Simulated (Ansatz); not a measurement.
The cluster Ti₂Te₃, relaxed as a singlet with RKS PBE-D4/def2-SVP in Ansatz, starting from the GFN2-xTB geometry. Force threshold 0.02 eV/Å.

In the def2 sets Te takes a core potential; there is no spin–orbit coupling. The relaxation made no stability test and no search for a lower SCF solution. No other spin state of charge 0 was run. The structure comes from a short search, and lower isomers may exist.

Start:

```
atom   x (Å)   y (Å)   z (Å)
 Ti1   0.756   0.672   0.957
 Ti2  -0.176  -0.655  -1.211
 Te3   0.716  -2.905  -0.373
 Te4   0.652   2.935  -0.238
 Te5  -1.948  -0.047   0.864
```

Problem. Estimate the energy that the relaxation releases and the steps that it takes.

Solution. 2.63 eV, in 7 steps; 18 s on 4 threads of Arm Neoverse V2 on a shared host. No frequencies were taken in this run, so the end may be a saddle point.

Problem. Does the start keep its bonding and symmetry?

Solution. Bonds formed: Ti1–Te3, Ti2–Te4 (atoms count from 1). The end is the same structure that another start reached, the lowest one found. Point group C2 at the start, D3h at the end, both within 0.05 Å.

Problem. Predict the relaxed structure.

Solution. 
```xyz
5

Ti    0.481    0.117    1.085
Ti   -0.478   -0.116   -1.086
Te    1.195   -2.014   -0.312
Te    0.959    2.061   -0.645
Te   -2.157   -0.047    0.958
```
Bond lengths (bridged metal pairs left out): 6 × Te–Ti 2.65 Å.
